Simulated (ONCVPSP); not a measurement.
**Cutoff test, platinum (Pt), ONCV**

platinum (Pt), optimised norm-conserving Vanderbilt (ONCV), made with ONCVPSP 4.0.1 (PBE, fully relativistic). Core [Xe] 4f14, reference 5d9 6s0.5 6p0.5. Waves: 6s: rc 2.45 bohr, ncon 4, nbas 9, qcut 2.8 1/bohr, 2 projectors, debl 2.2 Ha; 6p: rc 3.45 bohr, ncon 4, nbas 8, qcut 2.2 1/bohr, 2 projectors, debl 2.3 Ha; 5d: rc 2.20 bohr, ncon 3, nbas 8, qcut 6.4 1/bohr, 2 projectors, debl 0.8 Ha. Local part: polynomial inside 2.20 bohr (lpopt 5, dvloc0 0 Ha). Core correction: polynomial model core, fcfact 0.5.

Open shells are filled in proportion to 2j + 1.

**Question.** For each optimised wave give the share of its norm inside rc, the residual kinetic energy above qcut (Ha) and the cutoffs (Ha) for errors of 10, 1, 0.1 and 0.01 mHa per electron.

**Answer.**

```csv
wave,norm inside rc,residual KE,10 mHa,1 mHa,0.1 mHa,0.01 mHa
6s,0.388,1.2e-03,2.5,4.2,26.8,39.3
s projector 2,0.138,5.8e-02,6.0,17.4,45.2,51.5
6p j=3/2,0.251,2.3e-04,0.5,1.0,4.7,15.6
p projector 2 j=3/2,0.224,1.2e-01,6.3,19.4,23.0,29.0
6p j=1/2,0.380,1.8e-04,0.7,1.2,4.5,15.7
p projector 2 j=1/2,0.237,1.5e-01,5.0,18.4,22.6,28.3
5d j=5/2,0.786,2.5e-06,12.1,15.2,17.4,19.5
d projector 2 j=5/2,0.137,2.4e-06,11.2,14.7,17.3,19.4
5d j=3/2,0.819,3.4e-06,12.5,15.4,17.6,19.8
d projector 2 j=3/2,0.129,3.3e-06,11.5,15.0,17.5,19.6
```

The occupied waves need 15 Ha and 27 Ha for 1 and 0.1 mHa. Note: no bound ghost flagged; GHOST(+) flagged for s at 56.4 eV, p3/2 at 79.2 eV, p1/2 at 83.8 eV. 1 of 4 tests not solved or not reliable.
